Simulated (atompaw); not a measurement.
**u(r) = r·R(r): atom against pseudo-atom (N)**

Columns: radius, all-electron u(r) and pseudo u(r) of the 2s shell (level -18.65 eV) of nitrogen in the configuration [He] 2s1.5 2p3.5; LDA (PW92), scalar-relativistic, PAW (atompaw) scheme, atompaw 4.2.0.5.

| r (bohr) | all-electron | pseudo |
| --- | --- | --- |
| 0.100 | -0.3837 | 0.0703 |
| 0.200 | -0.2955 | 0.1525 |
| 0.300 | -0.0535 | 0.2544 |
| 0.400 | 0.2088 | 0.3759 |
| 0.500 | 0.4384 | 0.5089 |
| 0.600 | 0.6179 | 0.6390 |
| 0.700 | 0.7464 | 0.7499 |
| 0.800 | 0.8294 | 0.8295 |
| 0.900 | 0.8747 | 0.8747 |
| 1.000 | 0.8905 | 0.8905 |
| 1.100 | 0.8838 | 0.8838 |
| 1.200 | 0.8609 | 0.8609 |
| 1.300 | 0.8267 | 0.8267 |
| 1.400 | 0.7850 | 0.7850 |
| 1.500 | 0.7388 | 0.7388 |
| 1.600 | 0.6904 | 0.6904 |
| 1.700 | 0.6414 | 0.6414 |
| 1.800 | 0.5930 | 0.5930 |
| 1.900 | 0.5460 | 0.5460 |
| 2.000 | 0.5010 | 0.5010 |
| 2.100 | 0.4583 | 0.4583 |
| 2.200 | 0.4182 | 0.4182 |
| 2.300 | 0.3808 | 0.3808 |
| 2.400 | 0.3460 | 0.3460 |
| 2.500 | 0.3139 | 0.3139 |
| 2.600 | 0.2843 | 0.2843 |

Problem. How many radial nodes do the two functions have?

Solution. The all-electron 2s function has n − l − 1 = 1; the pseudo-wave has 0, since the states of the same l below it are removed with the core.

Problem. At about which radius was the pseudo-wave matched?

Solution. 0.90 bohr, where the columns begin to agree (steps of 0.10 bohr).

Problem. Is the pseudo-wave norm-conserving?

Solution. No, it belongs to a PAW set: the norm inside the radius is not constrained, and the difference is carried by the augmentation charge.
